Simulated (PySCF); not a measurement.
These 2 structures share the formula C7H10OSi. Theory: PySCF 2.14.0, PBE0-D3(BJ)/def2-SVP geometry optimisation, gas phase. One conformer each; no zero-point energy, no entropy. No frequencies were run at this level. Point groups hold within 0.08 Å.

Problem. Rank from lowest to highest electronic energy at this level (kcal/mol).
A. `[cH:1]1[cH:2][o:3][c:4]([C@@H:5]2[CH2:6][CH2:7][SiH2:8]2)[cH:9]1` with O3–C4–C5–C6 52°, C4–C5–C6–C7 -150°, C5–C6–C7–Si8 23°, C6–C7–Si8–C5 -19°, C4–C5–Si8–C7 140°
B. `[CH:1]#[C:2][C@@H:3]1[CH2:4][Si@@H:5]1/[CH:6]=[CH:7]/[O:8][CH3:9]` with C4–Si5–C6–C7 149°, C6–C7–O8–C9 -1°

Solution. A (0.0), B (65.5).

As drawn, the lower has an aromatic ring and a four-membered ring, which the higher lacks; the higher has a three-membered ring, a C≡C bond and a C=C bond outside aromatic rings, which the lower lacks.

```
                    SMILES      E (Eh)  E rel (kcal/mol)  dipole (D)  point group       A, B, C (MHz)
 c1coc([C@@H]2CC[SiH2]2)c1  -636.58968               0.0        0.63           C1  3627, 803.7, 797.9
C#C[C@@H]1C[Si@@H]1/C=C/OC  -636.48527              65.5        1.81           C1  2248, 717.3, 579.0
```

Problem. How do the relative energies change in single points at PBE0/pcSseg-1 (no added dispersion term) on the same geometries?

Solution. 
```tsv
SMILES	PBE0-D3(BJ)/def2-SVP (kcal/mol)	PBE0/pcSseg-1 (kcal/mol)	shift
c1coc([C@@H]2CC[SiH2]2)c1	0.0	0.0	0.0
C#C[C@@H]1C[Si@@H]1/C=C/OC	65.5	60.6	-4.9
```

Each column counts from its own lowest isomer. The order is unchanged; the largest shift is 4.9 kcal/mol.
